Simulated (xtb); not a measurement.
The xtb input:
```
$ xtb mol.xyz --gfn 1 --uhf 2 --etemp 1000 --json

# file mol.xyz
15

C      2.61946234    -0.12080198     0.07519818
C      1.13145560    -0.37294384     0.28609939
O      0.75114903    -1.55352029     0.56135304
C      0.27351069     0.69117501    -0.04612125
C     -1.10274345     0.51481242    -0.28008457
C     -1.74111940    -0.81938388    -0.31466493
O     -1.95746116     1.58837860    -0.19956882
H      2.86650066    -0.15256796    -0.98633710
H      2.88575787     0.85534601     0.47350326
H      3.17943379    -0.89836698     0.58696588
H      0.71731664     1.66480346    -0.20227577
H     -2.71743804    -0.79755664     0.16405613
H     -1.85253099    -1.19554056    -1.33463996
H     -1.05858068    -1.51807561     0.20010768
H     -1.45335701     2.40594538    -0.11821467
```

Task: What does this run give for the dipole moment, total energy (a free energy at this electronic temperature), partial charges in atom order?

Result: 
- dipole moment: 4.67 D
- total energy (a free energy at this electronic temperature): -24.140892 Ha
- partial charges in atom order: C1 -0.08, C2 0.29, O3 -0.49, C4 -0.08, C5 0.21, C6 -0.09, O7 -0.50, H8 0.05, H9 0.04, H10 0.06, H11 0.04, H12 0.05, H13 0.05, H14 0.11, H15 0.35
